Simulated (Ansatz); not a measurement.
Gas-phase electronic energies from Ansatz, PBE0-D4/def2-TZVP geometries. CCSD(T)/CBS is the MP2 limit (def2-TZVPP, def2-QZVPP) plus CCSD(T) − MP2 in def2-TZVPP, frozen cores. This one scheme is used for every species. DFT in def2-TZVPP. B3LYP here is the variant with VWN-RPA as its local correlation; programs differ in this. For Br outer-core shells are correlated without core-valence functions, which leaves a few kJ/mol of doubt a bond. Scalar relativity is left out up to krypton. One conformer a species, not always the lowest.

Consider the ligand exchange at a B–C bond: `CC(Br)BS` + CH₃SH → `CSBS` + `CCBr`.

```csv
level,ΔE (kcal/mol)
B3LYP-D4,-18.3
ωB97X-V,-18.5
```

What does CCSD(T)/CBS give? (Estimate.)

Ansatz gave: -17.7 kcal/mol. The listed levels differ from it by -0.6, -0.8 kcal/mol.

Largest T1 diagnostic among the species: 0.013.

The D4 term adds +1.5 kcal/mol with B3LYP and +0.9 kcal/mol with PBE0; it sums over pairs of atoms, weighted by their polarisabilities, and B3LYP, whose exchange is more repulsive, gets the larger term. In def2-TZVPP, CCSD(T) changes the Hartree–Fock value by +2.1 kcal/mol (the triples alone add +0.0 kcal/mol) and MP2 by +1.5 kcal/mol.
